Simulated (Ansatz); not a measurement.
`[NH2][Ta]([NH2])([NH2])=[O]` + `BOCO` → `[NH2][Ta]([NH2])(=[O])[OH]` + `BOCN`  (redistribution)

Computed with Ansatz on PBE0-D4/def2-TZVP structures; ΔE is electronic, products minus reactants. CBS: MP2 limit from def2 TZ/QZ plus the TZ coupled-cluster correction, frozen cores. def2 core potentials past Kr. For Ta outer-core shells are correlated without core-valence functions, which leaves a few kJ/mol of doubt a bond. Each species was taken in one conformer, which may not be the lowest.

| species | CCSD(T)/CBS(def2) energy (Eh) |
| --- | --- |
| `[NH2][Ta]([NH2])([NH2])=[O]` | -299.96133 |
| `BOCO` | -216.22063 |
| `[NH2][Ta]([NH2])(=[O])[OH]` | -319.85218 |
| `BOCN` | -196.35562 |

Q: Work out ΔE.

A: ΔE = (-319.85218) + (-196.35562) − (-299.96133) − (-216.22063) = -0.02584 Eh = -67.8 kJ/mol.

Largest T1 diagnostic among the species: 0.020.

Leaving LDA and LC-ωPBE aside and taking each functional with its dispersion term where it has one, the values, not all of them listed here, spread over 3.4 kJ/mol, from B97M-V to HSE06-D4. At CCSD(T), def2-SVP lies −4.7 kJ/mol from the extrapolated value and def2-TZVPP +0.5 kJ/mol.
